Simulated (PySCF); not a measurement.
Species: C4H9N2Si2 (doublet state).
Geometry (GFN2-xTB, Å), atoms numbered from 1 in this order:
```
atom  x, y, z in Å
N1     4.2938   -1.5669    0.4350
C2     3.6785   -0.5995    0.4356
Si3    2.6345    0.9476    0.3976
Si4    0.7580    0.5429   -0.8988
C5    -0.7169    0.0021    0.1767
C6    -1.9663   -0.3225   -0.6595
C7    -3.1293   -0.7405    0.1252
N8    -3.2686   -0.8597    1.3482
H9     2.3999    1.2352    1.8182
H10    3.5603    1.9589   -0.1247
H11    0.3557    1.7530   -1.6353
H12    0.9876   -0.5007   -1.9088
H13   -0.4589   -0.8810    0.7642
H14   -0.9764    0.7821    0.8952
H15   -2.2634    0.5508   -1.2475
H16   -1.7433   -1.1239   -1.3695
H17   -4.1525   -1.1660    1.7372
```

The hyperfine couplings belong to this conformer and change with its torsions.

The species is `[H]/N=[C]/CC[SiH2][SiH2]C#N` [radical].

Computed with PySCF, UKS B3LYP, pcH-1 on C H N Si, non-relativistic, mean-field spin-orbit, GIAO. One conformer (not necessarily the lowest) at the GFN2-xTB geometry, without solvent, vibrations or thermal averaging. The geometry wasn't refined by DFT: couplings that depend on bond lengths, twists or pyramidal angles can differ widely from those at the functional's own minimum. Stability of the SCF solution: not tested.

Principal values of hyperfine tensors in MHz (contact, dipolar and spin–orbit terms together), for some of the nuclei:

```tsv
atom	isotope	A1	A2	A3
C7	13C	171.85	178.76	351.85
C6	13C	82.61	83.16	105.85
C5	13C	22.70	23.10	37.68
Si3	29Si	-9.96	-8.12	-7.96
Si4	29Si	-9.91	-6.55	-6.14
N8	14N	-8.72	-5.03	35.88
H16	1H	-2.60	-0.19	17.54
H15	1H	-3.74	-1.33	16.29
```

Q: Split each tensor into its isotropic and traceless parts, and turn a_iso into mT with g = 2.0014.

A: a_iso = (A1 + A2 + A3)/3, Ti = Ai − a_iso; 1 mT corresponds to 28.012 MHz. The tensors hold a spin–orbit part: the run splits a_iso into a_FC + a_SO, and T includes its anisotropic share.

```csv
atom,a_iso (MHz),a_FC,a_SO,a_iso (mT),T1,T2,T3
C7,234.15,234.40,-0.25,8.359,-62.31,-55.39,117.70
C6,90.54,90.56,-0.01,3.232,-7.93,-7.38,15.31
C5,27.83,27.83,-0.01,0.993,-5.13,-4.72,9.85
Si3,-8.68,-8.69,0.01,-0.310,-1.28,0.56,0.72
Si4,-7.53,-7.55,0.01,-0.269,-2.37,0.98,1.39
N8,7.38,7.44,-0.06,0.263,-16.10,-12.40,28.50
H16,4.92,4.92,-0.01,0.176,-7.52,-5.11,12.62
H15,3.74,3.74,-0.01,0.133,-7.48,-5.07,12.55
```

Q: What spin density at the nucleus of Si3 lies behind its contact coupling (g_N = -1.11058)?

A: a_FC = 800.24 MHz bohr³ × g_N × ρ(0)/(2S). With a_FC = -8.69 MHz and 2S = 1, ρ(0) = 0.009783 bohr⁻³. The nuclear moment is negative, so coupling and spin density have opposite signs.

Q: H17 (1H, g_N = 5.58569) isn't in the table. Its spin density at the nucleus is 0.03102 bohr⁻³. What is its contact coupling?

A: By the same relation, a_FC = 138.6 MHz. Its full tensor has the principal values 122.44, 129.49, 163.92 MHz.

Q: Which nucleus of the table has the largest anisotropic coupling, and what is its form?

A: C7: -62.3, -55.4, 117.7 MHz (the dipolar term alone has -61.8, -55.6, 117.5), nearly axial, close to the ratio −1:−1:+2, the form that spin in one p orbital centred on that nucleus gives.

Q: In a single crystal, with the field along each principal axis of the tensor of C7 in turn, what first-order splitting does this nucleus give (isotropic g, quadrupole terms neglected)?

A: 2 lines (I = 1/2), spaced by |A_i|/(g × 13.996): 6.13, 6.38, 12.56 mT along the axes of A1, A2 and A3.

The run took 2.1 min of wall time (with the writing of density and orbital grids) on one thread of an Arm Neoverse V1, no GPU (shared host), and the process peaked at 1.1 GiB of memory.
